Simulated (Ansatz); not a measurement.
[NbO3(OH)]2- (NbO4H²⁻), relaxed as a singlet with RKS B3LYP-D4/def2-SVPD in Ansatz, starting from the GFN2-xTB (ALPB water) geometry. Force threshold 0.02 eV/Å.

In the def2 sets Nb takes a core potential; there is no spin–orbit coupling. A multiply charged anion in the gas phase is held together partly by the finite basis. The highest occupied level of the charge -2 singlet lies above zero (up to 2.84 eV). The electron is either unbound and held by the finite basis, or the level is raised by self-interaction error. The relaxation made no stability test and no search for a lower SCF solution.

Start:

```xyz
6

Nb   -0.053    0.511    0.157
O    -1.403    1.635   -0.072
O     0.275    0.239    1.876
O     1.416    1.095   -0.642
O    -0.488   -1.433   -0.706
H     0.252   -2.046   -0.614
```

```json
{"step": "1", "energy (eV)": "-9754.2008", "largest force component (eV/Å)": "2.330", "SCF passes": "20"}
{"step": "2", "energy (eV)": "-9754.3900", "largest force component (eV/Å)": "0.663", "SCF passes": "29"}
{"step": "3", "energy (eV)": "-9754.4155", "largest force component (eV/Å)": "0.188", "SCF passes": "30"}
{"step": "4", "energy (eV)": "-9754.4183", "largest force component (eV/Å)": "0.020", "SCF passes": "24"}
{"step": "5", "energy (eV)": "-9754.4184", "largest force component (eV/Å)": "0.008", "SCF passes": "26"}
{"step": "6", "energy (eV)": "-9754.4184", "largest force component (eV/Å)": "0.007", "SCF passes": "25"}
{"step": "7", "energy (eV)": "-9754.4184", "largest force component (eV/Å)": "0.009", "SCF passes": "24"}
{"step": "8", "energy (eV)": "-9754.4185", "largest force component (eV/Å)": "0.066", "SCF passes": "23"}
{"step": "9", "energy (eV)": "-9754.4186", "largest force component (eV/Å)": "0.128", "SCF passes": "23"}
{"step": "10", "energy (eV)": "-9754.4189", "largest force component (eV/Å)": "0.148", "SCF passes": "23"}
{"step": "11", "energy (eV)": "-9754.4193", "largest force component (eV/Å)": "0.320", "SCF passes": "23"}
{"step": "12", "energy (eV)": "-9754.4265", "largest force component (eV/Å)": "0.058", "SCF passes": "29"}
{"step": "13", "energy (eV)": "-9754.4289", "largest force component (eV/Å)": "0.141", "SCF passes": "22"}
{"step": "14", "energy (eV)": "-9754.4303", "largest force component (eV/Å)": "0.009", "SCF passes": "23"}
```

Force components are those of the run's own axes.

End:

| atom | x (Å) | y (Å) | z (Å) |
| --- | --- | --- | --- |
| Nb1 | -0.042 | 0.438 | 0.243 |
| O2 | -1.441 | 1.529 | -0.180 |
| O3 | 0.235 | 0.390 | 2.046 |
| O4 | 1.479 | 0.886 | -0.667 |
| O5 | -0.472 | -1.495 | -0.423 |
| H6 | 0.241 | -1.748 | -1.019 |

By distances, no bond broke or formed. The bond that changes most is Nb1–O5, from 2.17 to 2.09 Å (atoms count from 1).

The force fell under the threshold at step 4, but the optimiser went on and released 0.012 eV more. No frequencies were taken in this run, so the end may be a saddle point.

It took 22 s on 4 threads of Arm Neoverse V1 on a shared host.
